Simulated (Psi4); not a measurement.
FSr, charge +1, singlet, geometry from GFN2-xTB (such geometries of metal compounds can be far from the true shape) (all electrons, no relativity).

The Psi4 input:
```
memory 2 GB

molecule mol {
1 1
Sr   -0.000000   -0.000000   -0.412927
F     0.000000    0.000000    1.743470
}

set {
  basis sto-3g
  reference rks
  scf_type pk
}

energy('pbe')
print_variables()
```

**Question.** Predict the number of basis functions from PBE/STO-3G in Psi4 1.11.

**Answer.** 27

**Question.** Give the nuclear repulsion energy at the level PBE/STO-3G.

**Answer.** 83.9264 Eh

**Question.** Estimate the total energy that PBE/STO-3G returns for this input.

**Answer.** -3198.254342 Ha
